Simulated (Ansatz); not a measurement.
`O[SiH]1[SiH2][SiH2]1` + H₂ → `[SiH2]1[SiH2][SiH2]1` + H₂O at 298.15 K and 1 bar (hydrogenolysis of the Si–O bond).

Program: Ansatz. Geometries: PBE0-D4/def2-TZVP. ΔE: electronic, gas phase. CBS: MP2 limit from def2 TZ/QZ plus the TZ coupled-cluster correction, frozen cores. This one scheme is used for every species. Each species was taken in one conformer, which may not be the lowest.

```tsv
species	CCSD(T)/CBS energy (Eh)	H − E (kJ/mol)	S (J/(mol·K))
`O[SiH]1[SiH2][SiH2]1`	-946.01020	169.1	357.4
H₂	-1.17544	35.1	130.4
`[SiH2]1[SiH2][SiH2]1`	-870.78925	148.5	307.9
H₂O	-76.37941	66.4	188.7
```

H − E and S are ideal-gas, rigid-rotor, harmonic terms from PBE0-D4/def2-TZVP, for one conformer and one mirror image of each species. The MP2-based limit puts H₂ 0.8 mEh under its directly extrapolated value; such offsets cancel only in part. 1 Eh = 2625.50 kJ/mol, R = 8.31446 J/(mol·K).

Problem. By hand: ΔE, ΔH, ΔS and ΔG.

Solution. ΔE = (-870.78925) + (-76.37941) − (-946.01020) − (-1.17544) = 0.01698 Eh = 44.6 kJ/mol. Δ(H − E) = 148.5 + 66.4 − 169.1 − 35.1 = 10.7, so ΔH = 55.3 kJ/mol. ΔS = 307.9 + 188.7 − 357.4 − 130.4 = 8.8 J/(mol·K). ΔG = 55.3 − 298.15 × (8.8)/1000 = 52.7 kJ/mol.

Problem. By hand: the equilibrium constant, and the temperature at which ΔG would vanish if ΔH and ΔS stayed fixed.

Solution. log₁₀ K = −ΔG/(RT ln 10) = -9.2. ΔG = 0 at ΔH/ΔS = 6284 K, far beyond where these terms or the molecules hold.

The number of gas molecules stays the same, so ΔS is small and ΔH decides. A doubt of 5 kJ/mol in ΔE shifts log₁₀ K by 0.9 here. Other conformers and mirror images would add mixing entropy, several J/(mol·K) or more a flexible species. These are equilibria of isolated gas molecules and say nothing of rates. Largest T1 diagnostic: 0.015 (customary marks: 0.02 for closed shells, 0.045 for open ones).
